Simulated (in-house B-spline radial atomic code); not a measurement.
Mn³⁺ is squeezed into an impenetrable sphere of radius R (the orbitals vanish at R). Computed with a radial B-spline atomic code at the basis-set limit: Dirac-Hartree-Fock, average of configuration, Fermi nucleus of rms radius 3.7057 fm.

Energies in eV above the free ion in [Ar] 3d4:

```csv
R (bohr),highest level (eV),[Ar] 3d4,[Ne] 3s2 3p5 3d5
7.61,-50.9,0,52.56
6.47,-50.9,4.148e-05,52.56
5.12,-50.9,0.003052,52.57
3.92,-50.8,0.1143,52.7
3.52,-50.6,0.3669,53
3.18,-50.1,0.9826,53.73
2.42,-46.1,9.487,63.32
2.13,-41.1,24,79
1.99,-37,38.22,94.05
1.56,-9.36,171.6,230.8
```

Problem. Does [Ne] 3s2 3p5 3d5 fall below [Ar] 3d4 under compression?

Solution. No, it stays above over the whole range.
